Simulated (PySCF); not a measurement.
CH₉FN₂Si₂, SMILES N[SiH2]N[SiH2]CF.

Geometry: B3LYP-D3(BJ)/def2-SVP. This is a generated structure with no PubChem entry under its InChIKey; it may be hypothetical. One conformer was computed; it need not be the lowest.

Level of theory: TDA-B3LYP/def2-SVPD in PySCF 2.14.0.

Vertical excitations. 

| state | energy (eV) | λ (nm) | f | main pairs |
|---|---|---|---|---|
| S1 | 6.05 | 205 | 0.018 | HOMO→LUMO 92 % |
| S2 | 6.31 | 197 | 0.038 | HOMO→LUMO+1 57 %, HOMO−1→LUMO 30 %, HOMO−1→LUMO+1 10 % |
| S3 | 6.56 | 189 | 0.003 | HOMO−1→LUMO 57 %, HOMO→LUMO+1 35 % |
| S4 | 6.76 | 183 | 0.013 | HOMO→LUMO+2 86 % |
| S5 | 6.83 | 181 | 0.078 | HOMO−1→LUMO+1 81 % |
| S6 | 7.30 | 170 | 0.004 | HOMO−1→LUMO+2 77 % |
| T1 | 5.75 | 216 | 0 | HOMO→LUMO 87 % |
| T2 | 5.98 | 207 | 0 | HOMO→LUMO+1 51 %, HOMO−1→LUMO 25 %, HOMO−1→LUMO+1 18 % |
Triplets are in the Tamm–Dancoff approximation.
